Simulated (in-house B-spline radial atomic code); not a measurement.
## RPA and G0W0 on TPSS: Ca III (Ca2+)

Configuration [Ne] 3s2 3p6, mean-field start TPSS. Computed with a B-spline radial code for spherical atoms: all electrons, non-relativistic, point nucleus, each spin shell either full or empty, empty states to l = 9 with an (l + 1/2)⁻⁴ tail; G0W0 by contour deformation at full frequency.

Command:
```bash
python run_gw.py task.json out
```
Settings (radii: box in bohr, nucleus in fm):
```
Z                        20
electrons                18
configuration            [Ne] 3s2 3p6
hamiltonian              nr
method                   tpss,tpss
lmax                     9
spin_polarised           False
box_radius               17.55
intervals                50
```

Cost of the run: 1.6 s on 1 thread of Arm Neoverse N1 (shared host).

Energies (hartree):

```csv
term,value
mean-field total,-676.93623
Hartree-Fock functional on these orbitals,-676.14694
direct second order,-1.3358
second-order exchange,0.44877
SOSEX correction,0.40483
```

Q: What is the RPA correlation energy, and what remains with SOSEX?

A: RPA gives -1.1493 hartree (-1.74 eV per electron); RPA + SOSEX gives -0.74446, and the second-order doubles -0.88704 hartree (no singles). RPA lacks exchange-type terms and so overcorrelates at short range.

Quasi-particle levels (eV):

```
level  occupied  mean field  Σx - vxc     Σc  QP weight     G0W0
   3p       yes      -43.29     -7.63      ?          ?        ?
   3d        no     -15.800      7.93  -2.37      0.956  -10.236
```

G0W0 = mean field + (Σx - vxc) + Σc, with Σc (partial-wave tail included) taken at the quasi-particle energy. Only the outer levels were computed. Levels of low weight are left out.

Q: Where does G0W0 put 3p?

A: At -50.84 eV, with Σc = 0.07 eV and a quasi-particle weight of 0.924. The tabulated removal energy is 50.913 eV (NIST, measured); the calculation leaves out relativity, Breit and QED terms, and what these don't explain is the method's own error.
